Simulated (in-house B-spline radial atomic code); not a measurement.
The numbers below are computed, except where a source is named.
**Making a Troullier-Martins d channel for Ge, r_c = 1.5 bohr**

Ge, [Ar] 3d10 4s2 4p2, non-relativistic LDA (VWN5), spherical and spin-unpolarised, from a B-spline radial code for spherical atoms (atomic units). The all-electron 3d level is ε = -1.117316 hartree and its outer maximum at 0.50 bohr.

Inside r_c the pseudo-orbital is u(r) = r^3 exp(p(r)), with p = c0 + c2 r² + c4 r⁴ + … + c12 r¹². The seven coefficients follow from p and its first four derivatives at r_c, from zero curvature of the screened potential at the origin, c4 = −c2²/(2l + 5), and from the norm inside r_c. At r_c the all-electron orbital has P = 0.3737708, P' = -0.540107, the screened potential V = -1.476375, V' = 2.173985, V'' = -4.776075, and the norm inside is Q = 0.9524986.

Q: What are p, p' and p'' at r_c?

A: p = ln(P/r_c^3) = ln(0.3737708/3.375) = -2.20051. p' = P'/P − 3/r_c = -1.44502 − 2.00000 = -3.44502. The radial equation gives p'' = 2(V − ε) − 2(3) p'/r_c − p'² = -0.71812 − (-13.78009) − 11.86818 = 1.19379. Differentiating, p''' = 2V' + 2(3)p'/r_c² − 2(3)p''/r_c − 2p'p'' = -1.3886, and p'''' = 2V'' − 4(3)p'/r_c³ + 4(3)p''/r_c² − 2(3)p'''/r_c − 2p''² − 2p'p''' = 2.2002.

For a trial c2 the five matching conditions are linear in c0, c6, c8, c10 and c12, and c2 is varied until the norm inside r_c equals Q. The root nearest zero gives:

```
 n          c_n
 0     3.077818
 2    -3.434455
 4    -1.310609
 6     2.510966
 8    -1.326386
10    0.3169071
12  -0.02927222
```

Q: Check c4 and p(r_c), and find the screened pseudopotential at the origin.

A: −c2²/9 = -1.31061, as listed. The terms c_n r_c^n are 3.07782, -7.72752, -6.63496, 28.60148, -33.99382, 18.27446, -3.79796, which sum to -2.20051. Inverting the radial equation, V_l(r) = ε + 3 p'/r + (p'' + p'²)/2, so V_l(0) = ε + (2l + 3) c2 = -1.117316 + 7 × (-3.43445) = -25.1585 hartree, finite where the all-electron potential diverges.

Orbitals and screened potentials:

```
r (bohr)       P        u  V all-electron  V pseudo
    0.15   0.364  0.06778          -128.0     -25.1
   0.375   1.072   0.6928          -29.33    -23.24
     0.6   1.121    1.266          -11.36    -16.29
   0.825  0.9206    1.112          -5.617    -6.937
    1.05  0.6996   0.7509          -3.274    -1.728
   1.275  0.5151   0.5177          -2.119    -1.338
     1.5  0.3738   0.3738          -1.476    -1.476
```

Logarithmic derivatives P'/P at R = 1.8 bohr, for energies E around ε:

```csv
E − ε (hartree),all-electron,pseudo
-0.5,1.43621,1.48251
-0.25,0.948306,0.987042
-0.1,0.200339,0.221086
0,-1.47402,-1.47402
0.1,70.7037,188.919
0.25,3.53656,3.79435
0.5,2.18159,2.35205
```
